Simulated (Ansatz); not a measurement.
One change: `[NH2][Mg][O][SiH3]` becomes `C[O][Mg][NH2]`.

Ansatz, PBE0-D4/def2-TZVP geometries, multiplicity 1. Each molecule was computed in one conformer, which needn't be the lowest.

```tsv
property	`[NH2][Mg][O][SiH3]`
size of the dipole moment (PBE/def2-TZVPP) / D	2.36
LUMO energy (ωB97M-V/def2-TZVPP) / eV	0.04
size of the dipole moment (ωB97M-V/def2-TZVPP) / D	2.26
HOMO energy (ωB97M-V/def2-TZVPP) / eV	-8.99
HOMO–LUMO gap (PBE/def2-TZVPP) / eV	3.30
HOMO–LUMO gap (PBE0/def2-TZVPP) / eV	5.37
```

**Question.** What does the change do to each property? (Estimate.)

**Answer.** The calculation gave: 
```csv
property,`C[O][Mg][NH2]`,shift
size of the dipole moment (PBE/def2-TZVPP) / D,0.71,-1.65
LUMO energy (ωB97M-V/def2-TZVPP) / eV,0.33,0.29
size of the dipole moment (ωB97M-V/def2-TZVPP) / D,0.62,-1.64
HOMO energy (ωB97M-V/def2-TZVPP) / eV,-8.73,0.26
HOMO–LUMO gap (PBE/def2-TZVPP) / eV,3.35,0.05
HOMO–LUMO gap (PBE0/def2-TZVPP) / eV,5.43,0.06
```

With PBE0 the HOMO rises by 0.24 eV and the LUMO rises by 0.30 eV, so the gap widens by about 0.06 eV. PBE moves the HOMO by 0.27 eV and ωB97M-V by 0.26 eV. Dipoles are sizes alone; their direction can turn.
